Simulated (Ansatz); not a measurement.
C2H8BNO can be A, `CCB(N)O`, or B, `CBOCN`.

Calculated with Ansatz (gas phase, PBE0-D4/def2-TZVP geometries, no zero-point term in ΔE). CCSD(T)/CBS is the MP2 limit (def2-TZVPP, def2-QZVPP) plus CCSD(T) − MP2 in def2-TZVPP, frozen cores. DFT in def2-TZVPP. B3LYP here is the variant with VWN-RPA as its local correlation; programs differ in this. Each species was taken in one conformer, which may not be the lowest.

(1) Which isomer does CCSD(T)/CBS put lower? Give the gap. (Estimate.)

(2) Give E(B) − E(A) in kJ/mol with PBE0-D4, PBE-D4, B3LYP-D4, CCSD/def2-TZVPP, B2PLYP, r2SCAN-D4, ωB97M-V. (An estimate is asked.)

Largest T1 diagnostic: 0.012.

Results:

(1) The calculation gave: A, by 197.4 kJ/mol.

(2) Ansatz gave: PBE0-D4 194.5, PBE-D4 189.5, B3LYP-D4 190.3, CCSD/def2-TZVPP 195.2, B2PLYP 192.5, r2SCAN-D4 195.2, ωB97M-V 194.2. None reverses the order clearly.

From PBE to PBE0 (25 % exact exchange), in def2-TZVPP and without D4, E(B) − E(A) moves by +5.2 kJ/mol. In def2-TZVPP, CCSD(T) changes the Hartree–Fock value by +8.2 kJ/mol (the triples alone add −0.5 kJ/mol) and MP2 by +16.3 kJ/mol.
